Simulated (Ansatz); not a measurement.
`[F][GeH3]` → F• + `[GeH3]`•  (homolysis of the F–Ge bond)

Program: Ansatz. Geometries: PBE0-D4/def2-TZVP. ΔE: electronic, gas phase. CCSD(T)/CBS adds triple-zeta CCSD(T) − MP2 to the extrapolated MP2 energy (def2 sets, frozen cores). This one scheme is used for every species, atoms too. Functionals use def2-TZVPP. Open shells (•) are unrestricted, without spin–orbit coupling. Spin–orbit coupling would lower the free atoms: a little for F. For Ge outer-core shells are correlated without core-valence functions, so the limit isn't a true one: a few kJ/mol of doubt a bond, and 10 to 20 or more in all where bonds break to atoms. Scalar relativity is left out up to krypton.

```json
{"level": "PBE-D4", "ΔE (kJ/mol)": "543.4", "difference from CCSD(T)/CBS": "-2.9"}
{"level": "revPBE-D4", "ΔE (kJ/mol)": "521.1", "difference from CCSD(T)/CBS": "-25.2"}
{"level": "BLYP-D4", "ΔE (kJ/mol)": "534.8", "difference from CCSD(T)/CBS": "-11.5"}
{"level": "PBE0-D4", "ΔE (kJ/mol)": "521.1", "difference from CCSD(T)/CBS": "-25.2"}
{"level": "r2SCANh-D4", "ΔE (kJ/mol)": "518.7", "difference from CCSD(T)/CBS": "-27.6"}
{"level": "BHLYP-D4", "ΔE (kJ/mol)": "500.4", "difference from CCSD(T)/CBS": "-45.9"}
{"level": "PBE-QIDH", "ΔE (kJ/mol)": "527.2", "difference from CCSD(T)/CBS": "-19.1"}
{"level": "PBE", "ΔE (kJ/mol)": "541.9", "difference from CCSD(T)/CBS": "-4.4"}
{"level": "revPBE", "ΔE (kJ/mol)": "516.5", "difference from CCSD(T)/CBS": "-29.8"}
{"level": "BLYP", "ΔE (kJ/mol)": "531.5", "difference from CCSD(T)/CBS": "-14.8"}
{"level": "PBE0", "ΔE (kJ/mol)": "519.8", "difference from CCSD(T)/CBS": "-26.5"}
{"level": "r2SCANh", "ΔE (kJ/mol)": "518.3", "difference from CCSD(T)/CBS": "-28.0"}
{"level": "BHLYP", "ΔE (kJ/mol)": "498.6", "difference from CCSD(T)/CBS": "-47.7"}
{"level": "HF/def2-TZVPP", "ΔE (kJ/mol)": "378.9", "difference from CCSD(T)/CBS": "-167.4"}
{"level": "HF/def2-QZVPP", "ΔE (kJ/mol)": "381.5", "difference from CCSD(T)/CBS": "-164.8"}
{"level": "SCS-MP2/def2-QZVPP", "ΔE (kJ/mol)": "559.8", "difference from CCSD(T)/CBS": "13.5"}
{"level": "CCSD(T)/CBS", "ΔE (kJ/mol)": "546.3", "difference from CCSD(T)/CBS": "0"}
```

What do rigid-rotor, harmonic-oscillator terms from PBE0-D4/def2-TZVP frequencies (298.15 K, 1 bar) make of the CCSD(T)/CBS value? (Best estimate.)

The calculation gave: ΔZPE = -13.9 kJ/mol, ΔH = +537.7 kJ/mol, ΔS = 138 J/(mol·K), ΔG = +496.5 kJ/mol. Open shells count their whole term as degenerate.

Largest T1 diagnostic among the species: 0.012.

In def2-TZVPP, CCSD(T) changes the Hartree–Fock value by +149.3 kJ/mol (the triples alone add +10.4 kJ/mol) and MP2 by +181.0 kJ/mol; breaking electron pairs costs correlation energy, which Hartree–Fock lacks. Leaving LDA and LC-ωPBE aside and taking each functional with its dispersion term where it has one, the values spread over 43.0 kJ/mol, from BHLYP-D4 to PBE-D4. LDA lies +81.9 kJ/mol from PBE without D4, its usual overbinding. From BLYP to BHLYP (50 % exact exchange), in def2-TZVPP and without D4, ΔE moves by −32.9 kJ/mol: exact exchange takes away binding that semilocal exchange gives to molecules.

CCSD(T)/CBS has its own doubt, a few kJ/mol and more with outer-core shells, so smaller differences from it don't rank the levels.
